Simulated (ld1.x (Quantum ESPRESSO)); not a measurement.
# An all-electron radial function and its pseudo partner (gallium (Ga))

Columns: radius, all-electron u(r) and pseudo u(r) of the 4p shell (level -2.74 eV) of gallium in the configuration [Ar] 3d10 4s2 4p1; LDA (PZ), scalar-relativistic, TM scheme, ld1.x (Quantum ESPRESSO) 7.5.

| r (bohr) | all-electron | pseudo |
| --- | --- | --- |
| 0.150 | 0.1089 | 0.0056 |
| 0.300 | -0.0935 | 0.0222 |
| 0.450 | -0.2068 | 0.0490 |
| 0.600 | -0.1841 | 0.0851 |
| 0.750 | -0.0911 | 0.1289 |
| 0.900 | 0.0239 | 0.1787 |
| 1.050 | 0.1366 | 0.2324 |
| 1.200 | 0.2371 | 0.2877 |
| 1.350 | 0.3221 | 0.3423 |
| 1.500 | 0.3915 | 0.3940 |
| 1.650 | 0.4465 | 0.4406 |
| 1.800 | 0.4887 | 0.4806 |
| 1.950 | 0.5198 | 0.5127 |
| 2.100 | 0.5414 | 0.5367 |
| 2.250 | 0.5551 | 0.5525 |
| 2.400 | 0.5621 | 0.5611 |
| 2.550 | 0.5636 | 0.5633 |
| 2.700 | 0.5605 | 0.5605 |
| 2.850 | 0.5537 | 0.5537 |
| 3.000 | 0.5440 | 0.5440 |
| 3.150 | 0.5318 | 0.5318 |
| 3.300 | 0.5178 | 0.5178 |
| 3.450 | 0.5023 | 0.5023 |
| 3.600 | 0.4858 | 0.4858 |
| 3.750 | 0.4685 | 0.4685 |
| 3.900 | 0.4507 | 0.4507 |

Q: How many radial nodes do the two functions have?

A: The all-electron 4p function has n − l − 1 = 2; the pseudo-wave has 0, since the states of the same l below it are removed with the core.

Q: At about which radius was the pseudo-wave matched?

A: 3.00 bohr. The columns agree to 0.0005 from 2.55 bohr on; several derivatives are matched, so the curves merge somewhat inside the radius.

Q: Is the pseudo-wave norm-conserving?

A: Yes: the TM scheme keeps the norm inside the radius equal to the all-electron one, which fixes the energy derivative of the logarithmic derivative at the level.
